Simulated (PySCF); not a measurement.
# Bonding in `CC(C)(C)c1nncs1`

Compound: C₆H₁₀N₂S.
Numbering: `[CH3:1][C:2]([CH3:3])([CH3:4])[c:5]1[n:6][n:7][cH:8][s:9]1` (hydrogens: H10, H11, H12 on C1; H13, H14, H15 on C3; H16, H17, H18 on C4; H19 on C8)

Cartesian coordinates in Å at the GFN2-xTB level; atoms count from 1:
```
atom  x, y, z in Å
C1    -1.2290    0.9795   -0.9896
C2    -0.5911   -0.0494   -0.0544
C3    -1.1693    0.0889    1.3589
C4    -0.8418   -1.4681   -0.5808
C5     0.8818    0.1852   -0.0017
N6     1.5210    1.0671   -0.6784
N7     2.8294    1.0824   -0.4692
C8     3.2202    0.2057    0.3776
S9     1.9441   -0.7713    1.0303
H10   -2.3031    0.8193   -1.0389
H11   -0.8100    0.8926   -1.9880
H12   -1.0380    1.9869   -0.6309
H13   -0.7301   -0.6485    2.0282
H14   -2.2457   -0.0628    1.3349
H15   -0.9690    1.0818    1.7560
H16   -0.4173   -1.5850   -1.5756
H17   -1.9108   -1.6574   -0.6362
H18   -0.3921   -2.2081    0.0786
H19    4.2410    0.0705    0.6716
```

Bond orders from the PBE0/pcSseg-1 density (PySCF). Isolated species at its GFN2-xTB geometry, gas phase.

Task: How far do the computed orders between heavy atoms stray from the drawn ones?

Result: The largest departure is 0.418, at S9–C5 (drawn aromatic, 1.082), counting aromatic bonds as 1.5. The bonds drawn aromatic range from 1.08 to 1.70.

Task: Set the Mayer orders of the bonds beside their lengths.

Result: 
```
  bond  drawn as  length (Å)  Mayer order
 C1–C2    single       1.530        1.055
 C2–C3    single       1.533        1.014
 C2–C4    single       1.534        1.012
 C2–C5    single       1.492        0.880
 C5–N6  aromatic       1.282        1.703
 N6–N7  aromatic       1.325        1.188
 N7–C8  aromatic       1.280        1.691
 C8–S9  aromatic       1.735        1.129
 S9–C5  aromatic       1.763        1.082
C1–H10    single       1.087        0.955
C1–H11    single       1.086        0.954
C1–H12    single       1.086        0.956
C3–H13    single       1.088        0.955
C3–H14    single       1.087        0.962
C3–H15    single       1.088        0.963
C4–H16    single       1.088        0.962
C4–H17    single       1.087        0.962
C4–H18    single       1.088        0.956
C8–H19    single       1.071        0.950
```

By pair of heavy elements: C–C: lowest C2–C5 (0.880, 1.492 Å), highest C1–C2 (1.055, 1.530 Å); in 3 of the 6 pairs the longer bond (by over 0.003 Å) has the higher order (by 0.02 or more). C–N: all 2 within 0.02 of one another (1.691 to 1.703). C–S: lowest S9–C5 (1.082, 1.763 Å), highest C8–S9 (1.129, 1.735 Å).

Task: Sum the orders of all bonds at each heavy atom with more than one neighbour and set the sums beside the valence in the SMILES.

Result: C1 3.920 (drawn 4), C2 3.961 (drawn 4), C3 3.894 (drawn 4), C4 3.892 (drawn 4), C5 3.665 (drawn 4), N6 2.891 (drawn 3), N7 2.879 (drawn 3), C8 3.770 (drawn 4), S9 2.211 (drawn 2). Orders between atoms that aren't bonded are not in these sums.

Mayer orders depend on the basis set.
